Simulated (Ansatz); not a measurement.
One change: `CO[SiH2]N[SiH3]` becomes `CO[SiH2][AlH][CH3]`.

Ansatz, PBE0-D4/def2-TZVP geometries, multiplicity 1. Each molecule was computed in one conformer, which needn't be the lowest.

| property | `CO[SiH2]N[SiH3]` |
| --- | --- |
| LUMO energy (B3LYP/def2-TZVPP) / eV | -0.03 |
| HOMO–LUMO gap (PBE0/def2-TZVPP) / eV | 8.00 |
| LUMO energy (PBE0/def2-TZVPP) / eV | 0.20 |
| size of the dipole moment (ωB97M-V/def2-TZVPP) / D | 0.91 |
| LUMO energy (ωB97M-V/def2-TZVPP) / eV | 1.78 |
| HOMO energy (ωB97M-V/def2-TZVPP) / eV | -10.12 |

**Question.** What does the change do to each property? (Best estimate.)

**Answer.** Computed: 
```json
{"property": "LUMO energy (B3LYP/def2-TZVPP) / eV", "`CO[SiH2][AlH][CH3]`": "-1.88", "shift": "-1.85"}
{"property": "HOMO–LUMO gap (PBE0/def2-TZVPP) / eV", "`CO[SiH2][AlH][CH3]`": "5.17", "shift": "-2.83"}
{"property": "LUMO energy (PBE0/def2-TZVPP) / eV", "`CO[SiH2][AlH][CH3]`": "-1.69", "shift": "-1.89"}
{"property": "size of the dipole moment (ωB97M-V/def2-TZVPP) / D", "`CO[SiH2][AlH][CH3]`": "1.66", "shift": "0.75"}
{"property": "LUMO energy (ωB97M-V/def2-TZVPP) / eV", "`CO[SiH2][AlH][CH3]`": "-0.08", "shift": "-1.86"}
{"property": "HOMO energy (ωB97M-V/def2-TZVPP) / eV", "`CO[SiH2][AlH][CH3]`": "-8.90", "shift": "1.22"}
```

With PBE0 the HOMO rises by 0.94 eV and the LUMO falls by 1.89 eV, so the gap narrows by about 2.83 eV. PBE moves the HOMO by 0.74 eV and ωB97M-V by 1.22 eV. Dipoles are sizes alone; their direction can turn.

Positive LUMOs are unbound, so they and the gaps depend on the basis.

B3LYP here is the variant with VWN-RPA as its local correlation; programs differ in this.
